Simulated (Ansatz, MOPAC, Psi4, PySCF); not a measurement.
Complex: CH4 (SMILES C) (first 5 atoms) with C2H2 (SMILES C#C); geometry from B3LYP-D3(BJ)/def2-TZVP, rigid monomers moved along the line of their centres of mass till C1···H9 is 3.20 Å.
(charge 0, multiplicity 1):
```xyz
9

C      0.0093     0.2116    -0.5070
H      0.1602     0.3076    -1.5811
H      0.9668     0.0228    -0.0233
H     -0.4202     1.1361    -0.1218
H     -0.6693    -0.6188    -0.3136
C      0.1204    -0.3953     4.8288
C     -0.1508    -0.2265     3.6753
H      0.3642    -0.5456     5.8521
H     -0.3905    -0.0769     2.6507
```

Interaction energies are E(AB) − E(A) − E(B) at the monomers' geometry in the complex; basis-set methods are counterpoise corrected. Rows marked so take none.

Cores are frozen in the correlated methods. Rows in 6-31G* carry no dispersion term and start afresh at each structure (6-31G* with six Cartesian d functions). The state that AM1, PM6 reach isn't checked.

Codes used: Ansatz (Gaussian orbitals); MOPAC for AM1, PM6 (differences of heats of formation); Psi4 for SAPT; PySCF for 6-31G* rows, the dispersion terms. 

```csv
level,interaction energy (kcal/mol)
AM1,-0.09
PM6,-0.19
PBE/def2-TZVPPD,-0.37
BP86/6-31G* (no counterpoise),0.05
r2SCAN/def2-TZVPPD,…
B3LYP-D4/def2-TZVPPD,-0.48
SCS-MP2/aug-cc-pVDZ,-0.37
CCSD(T)/aug-cc-pVDZ,-0.47
SAPT0/jun-cc-pV(D+d)Z,-0.37
```

**Question.** What belongs in the gaps?

**Answer.** 
- r2SCAN/def2-TZVPPD, interaction energy (kcal/mol): -0.33

Ansatz is a first-principles code.
